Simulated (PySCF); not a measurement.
Circular dichroism: `InChI=1S/C5H9FSe/c1-2-5-4(6)3-7-5/h4-5H,2-3H2,1H3/t4-,5-/m0/s1`

Molfile (atoms numbered from 1):
```
C5H9FSe
     RDKit          3D

 16 16  0  0  0  0  0  0  0  0999 V2000
    2.0492   -0.0417   -1.1123 C   0  0  0  0  0  0  0  0  0  0  0  0
    0.9485    0.5638   -0.2551 C   0  0  0  0  0  0  0  0  0  0  0  0
    0.0704   -0.5111    0.3528 C   0  0  2  0  0  0  0  0  0  0  0  0
   -1.1097   -1.4153   -0.9946 Se  0  0  0  0  0  2  0  0  0  0  0  0
   -2.2132   -0.1183    0.0109 C   0  0  0  0  0  0  0  0  0  0  0  0
   -1.1637   -0.0011    1.1058 C   0  0  2  0  0  0  0  0  0  0  0  0
   -1.0264    1.2786    1.5912 F   0  0  0  0  0  0  0  0  0  0  0  0
    1.6100   -0.6642   -1.8927 H   0  0  0  0  0  0  0  0  0  0  0  0
    2.7090   -0.6627   -0.5101 H   0  0  0  0  0  0  0  0  0  0  0  0
    2.6399    0.7394   -1.5828 H   0  0  0  0  0  0  0  0  0  0  0  0
    0.3369    1.2389   -0.8578 H   0  0  0  0  0  0  0  0  0  0  0  0
    1.3815    1.1496    0.5604 H   0  0  0  0  0  0  0  0  0  0  0  0
    0.6661   -1.2324    0.9159 H   0  0  0  0  0  0  0  0  0  0  0  0
   -3.1870   -0.4901    0.3200 H   0  0  0  0  0  0  0  0  0  0  0  0
   -2.3193    0.8049   -0.5576 H   0  0  0  0  0  0  0  0  0  0  0  0
   -1.3997   -0.6294    1.9719 H   0  0  0  0  0  0  0  0  0  0  0  0
  1  2  1  0
  2  3  1  0
  3  4  1  0
  4  5  1  0
  5  6  1  0
  6  7  1  0
  6  3  1  0
  1  8  1  0
  1  9  1  0
  1 10  1  0
  2 11  1  0
  2 12  1  0
  3 13  1  1
  5 14  1  0
  5 15  1  0
  6 16  1  1
M  END
```

Method used: TDDFT B3LYP/def2-SVPD circular dichroism and optical rotation, one conformer, gas phase (PySCF). Geometry: GFN2-xTB.

The molecule is flexible and this is one conformer; a measurement averages over conformers. The calculation is non-relativistic, which matters for the atoms heavier than Zn. States above about 6.2 eV (minus the energy of the highest occupied orbital) lie near or above the ionisation threshold and depend on the basis.

(1) What are the CIP labels of the stereocentres?

(2) Which excitations and rotatory strengths does the calculation give?

## Answers

(1) C3 S, C6 S.

(2) Rotatory strengths R in 10⁻⁴⁰ esu² cm², velocity form and length form (origin at the centre of mass); f in length form.
| state | E (eV) | λ (nm) | f | R (velocity) | R (length) | main |
| --- | --- | --- | --- | --- | --- | --- |
| 1 | 3.97 | 312 | 0.0002 | -4.8 | -4.3 | HOMO→LUMO 0.99 |
| 2 | 5.19 | 239 | 0.016 | +3.3 | +3.2 | HOMO→LUMO+1 0.98 |
| 3 | 5.64 | 220 | 0.043 | +7.0 | +7.4 | HOMO→LUMO+2 0.97 |
| 4 | 6.07 | 204 | 0.023 | -6.0 | -7.2 | HOMO→LUMO+3 0.89, HOMO→LUMO+4 0.10 |
| 5 | 6.34 | 196 | 0.025 | -27.9 | -29.3 | HOMO−1→LUMO 0.65, HOMO→LUMO+4 0.30 |
| 6 | 6.41 | 194 | 0.037 | -23.6 | -23.3 | HOMO→LUMO+4 0.56, HOMO−1→LUMO 0.29 |
| 7 | 6.87 | 181 | 0.024 | +9.6 | +10.1 | HOMO→LUMO+5 0.79, HOMO→LUMO+6 0.12 |
| 8 | 6.92 | 179 | 0.0009 | -1.0 | -0.8 | HOMO→LUMO+6 0.78 |
| 9 | 7.04 | 176 | 0.0004 | +2.2 | +2.4 | HOMO−2→LUMO 0.70, HOMO−1→LUMO+1 0.15 |
| 10 | 7.21 | 172 | 0.010 | +0.9 | +0.4 | HOMO→LUMO+7 0.87 |
| 11 | 7.28 | 170 | 0.064 | -13.0 | -12.9 | HOMO−1→LUMO+1 0.68, HOMO−3→LUMO 0.20 |
| 12 | 7.30 | 170 | 0.006 | +4.0 | +3.6 | HOMO→LUMO+8 0.97 |

Among the states computed, the strongest CD band (largest |R|) is state 5. The largest dissymmetry factor in size, g = 4R/(D+G), with D and G the electric and magnetic dipole strengths, is -0.093 for state 1 (velocity form, f = 0.0003), among bands with |R| over 0.5. The mirror image has the same energies and oscillator strengths and all R with the opposite sign.
